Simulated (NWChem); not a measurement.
System: BiCl₃; SMILES [Cl][Bi]([Cl])[Cl]

def2 effective core potentials on Bi; no spin-orbit coupling.

Give the equilibrium geometry at PBE0/def2-SVP with def2 effective core potentials on Bi (NWChem) as an XYZ file, with the point group.

point group C3v; any orientation.
```
4

Bi     0.0000     0.0000     0.3924
Cl    -2.0828    -0.5740    -0.7816
Cl     0.5442     2.0907    -0.7816
Cl     1.5385    -1.5167    -0.7816
```
